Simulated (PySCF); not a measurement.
C2H6ClFSi, SMILES F[C@@H](Cl)C[SiH3].

Coordinates come from a PBE-D3(BJ)/def2-SVP optimisation. The structure was generated by enumeration; whether it is a known compound was not checked. The values are those of a single conformer.

Calculation: PySCF with SMD-ωB97X/6-31G*.

Solvation free energies are E(SMD) − E(gas) at the gas-phase geometry, for 1 M in both phases. In vacuum the dipole moment is 2.35 D.

```tsv
solvent	ΔG(solv) (kcal/mol)	its non-electrostatic (CDS) part	dipole (D)
water	-0.6	3.6	3.21
dichloromethane	-4.8	-1.3	3.06
ethylethanoate	-4.2	-1.0	2.98
```
